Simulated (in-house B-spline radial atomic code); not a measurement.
# PBEsol excitations of Pr VI (Pr5+)

Method: PBEsol. Computed with an all-electron radial atomic-structure program (B-spline basis): linear response of the closed shell [Kr] 4d10 5s2 5p6 with the functional's adiabatic kernel; scalar-relativistic (spin-free one-electron X2C), finite nucleus, no spin-orbit coupling, no double excitations, S, P, D and F terms only; shells from n = 3 respond. Only terms of natural parity with L up to 3 were computed.

Spin-orbit coupling is strong here, so these LS terms don't match observed levels.

Command:
```bash
python run_td.py task.json out
```
Settings (radii: box in bohr, nucleus in fm):
```
Z                        59
electrons                54
configuration            [Kr] 4d10 5s2 5p6
hamiltonian              x2c
method                   pbesol
box_radius               16.35
rms_radius               4.8919
intervals                70
```

Run time, properties included: 3.8 s on 1 thread of Arm Neoverse N1, on a shared host.

The lowest states, in the order of their Tamm-Dancoff energies; the method's threshold (minus the highest occupied level) is 76.82 eV. Labels give the largest channel, * marks a mixed state, and oscillator strengths are full-response dipole values. Semilocal kernels can invert the small singlet-triplet splittings of Rydberg terms. Energies in eV:

```tsv
state	full response	Tamm-Dancoff	oscillator strength
5p → 4f 3D	?	?	-
5p → 4f 1D	?	?	-
5p → 5d 3P	26.137	26.203	-
5p → 5d 3F*	26.237	26.329	-
5s → 4f 3F*	27.485	27.496	-
```

Question: Where does 5p → 4f 3D lie?

Answer: At 6.292 eV in full response, 6.371 eV in Tamm-Dancoff.

Question: Where does 5p → 4f 1D lie?

Answer: At 8.362 eV in full response, 8.539 eV in Tamm-Dancoff.

Question: How large is the singlet-triplet splitting of 5p → 4f (D terms) in Tamm-Dancoff?

Answer: 2.17 eV, from the unrounded values.

Question: What polarisabilities and dispersion coefficient does the method give?

Answer: Dipole 4.563 bohr³, quadrupole 14.18 bohr⁵, C6 23.03 hartree·bohr⁶ for two such species.
